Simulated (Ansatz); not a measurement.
`[OH][GeH2][NH]CF` → `[CH2]F`• + `[NH][GeH2][OH]`•  (homolysis of the C–N bond)

Isolated molecules relaxed with PBE0-D4/def2-TZVP in Ansatz; ΔE leaves out vibrations. CBS: MP2 limit from def2 TZ/QZ plus the TZ coupled-cluster correction, frozen cores. This one scheme is used for every species. DFT in def2-TZVPP. B3LYP here is the variant with VWN-RPA as its local correlation; programs differ in this. HSE06 is defined as in plane-wave codes. No spin–orbit coupling; open shells (•) take unrestricted orbitals. For Ge outer-core shells are correlated without core-valence functions, which leaves a few kJ/mol of doubt a bond. Scalar relativity is left out up to krypton. One conformer a species, not always the lowest.

`[OH][GeH2][NH]CF`:

Z-matrix (Å, degrees):
```
Ge
N 1 1.845
O 1 1.777 2 111.6
H 1 1.529 2 109.4 3 115.6
H 1 1.538 2 104.9 3 -120.4
C 2 1.400 1 118.5 3 75.0
H 2 1.010 1 115.3 3 -63.6
H 3 0.962 1 110.9 2 -46.8
F 6 1.416 2 112.7 1 -62.8
H 6 1.092 2 111.7 1 178.3
H 6 1.093 2 110.8 1 54.8
```

`[CH2]F`•:

Cartesian coordinates in Å:
```
C -0.131 0.062 0.020
F 0.448 -0.627 -0.961
H 0.171 1.098 0.092
H -0.487 -0.534 0.850
```

`[NH][GeH2][OH]`•:

```xyz
7

N     0.395    1.045    1.019
Ge   -0.130   -0.006   -0.424
O     0.251   -1.681    0.010
H     0.354    2.038    0.767
H    -1.652    0.179   -0.608
H     0.659    0.269   -1.712
H     0.124   -1.843    0.948
```

| level | ΔE (kJ/mol) | difference from CCSD(T)/CBS |
| --- | --- | --- |
| LDA (SPW92) | 516.6 | 70.1 |
| PBE-D4 | 434.5 | -12.0 |
| BLYP-D4 | 412.9 | -33.6 |
| r2SCAN-D4 | 409.3 | -37.2 |
| B97M-V | 424.8 | -21.7 |
| PBE0-D4 | 430.0 | -16.5 |
| r2SCANh-D4 | 408.2 | -38.3 |
| r2SCAN0-D4 | 406.6 | -39.9 |
| HSE06-D4 | 430.0 | -16.5 |
| BHLYP-D4 | 408.3 | -38.2 |
| CAM-B3LYP-D4 | 428.5 | -18.0 |
| ωB97X-V | 440.9 | -5.6 |
| ωB97M-V | 443.8 | -2.7 |
| B2PLYP | 424.9 | -21.6 |
| PBE | 426.3 | -20.2 |
| revPBE | 396.1 | -50.4 |
| r2SCAN | 407.1 | -39.4 |
| PBE0 | 423.0 | -23.5 |
| B3LYP | 405.5 | -41.0 |
| r2SCANh | 405.9 | -40.6 |
| r2SCAN0 | 404.1 | -42.4 |
| HSE06 | 423.4 | -23.1 |
| BHLYP | 398.6 | -47.9 |
| CAM-B3LYP | 421.3 | -25.2 |
| LC-ωPBE | 426.3 | -20.2 |
| RPA@PBE/def2-TZVPP | 419.9 | -26.6 |
| HF/def2-SVP | 319.1 | -127.4 |
| MP2/def2-SVP | 469.8 | 23.3 |
| CCSD(T)/def2-SVP | 442.0 | -4.5 |
| HF/def2-TZVPP | 293.7 | -152.8 |
| MP2/def2-TZVPP | 467.6 | 21.1 |
| SCS-MP2/def2-TZVPP | 454.4 | 7.9 |
| CCSD/def2-TZVPP | 422.3 | -24.2 |
| CCSD(T)/def2-TZVPP | 435.0 | -11.5 |
| HF/def2-QZVPP | 292.2 | -154.3 |
| MP2/def2-QZVPP | 473.7 | 27.2 |
| SCS-MP2/def2-QZVPP | 461.0 | 14.5 |
| HF/CBS(def2) | 292.0 | -154.5 |
| MP2/CBS(def2) | 479.1 | 32.6 |
| CCSD/CBS(def2) | 433.8 | -12.7 |
| CCSD(T)/CBS | 446.5 | 0 |

Largest T1 diagnostic among the species: 0.015.

In def2-TZVPP, CCSD(T) changes the Hartree–Fock value by +141.3 kJ/mol (the triples alone add +12.7 kJ/mol) and MP2 by +173.9 kJ/mol; breaking electron pairs costs correlation energy, which Hartree–Fock lacks. The D4 term adds +13.0 kJ/mol with B3LYP and +7.1 kJ/mol with PBE0; it sums over pairs of atoms, weighted by their polarisabilities, and B3LYP, whose exchange is more repulsive, gets the larger term. At CCSD(T), def2-SVP lies −4.5 kJ/mol from the extrapolated value and def2-TZVPP −11.5 kJ/mol.
